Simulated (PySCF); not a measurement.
## Correlation energy of Si⁷⁺ (silicon, charge +7)

[He] 2s2 2p3, high-spin 4S determinant. Calculation: PySCF 2.14, in an even-tempered Gaussian basis (18 s from 0.72 bohr⁻², ratio 2.2; 11 p from 0.94 bohr⁻², ratio 2.2; 6 d from 5.3 bohr⁻², ratio 2.4; 5 f from 8 bohr⁻², ratio 2.4; 5 g from 12 bohr⁻², ratio 2.4); no relativity, point nucleus. Frozen: nothing; 7 electrons correlated; the 11 highest virtual orbitals of each spin left out.

MP2 pair energies summed by pair of shells (mhartree):

| pair | energy | share (%) |
| --- | --- | --- |
| 2s-2p | -82.32 | 43.5 |
| 1s-1s | -38.99 | 20.6 |
| 2p-2p | -26.77 | 14.1 |
| 1s-2p | -20.19 | 10.7 |
| 2s-2s | -12.47 | 6.6 |
| 1s-2s | -8.70 | 4.6 |

Total MP2 correlation energy: -189.43 mhartree.

Same-spin part -43.70 and opposite-spin part -145.74 mhartree; SCS-MP2 scales them by 1/3 and 6/5 to -189.45 mhartree.
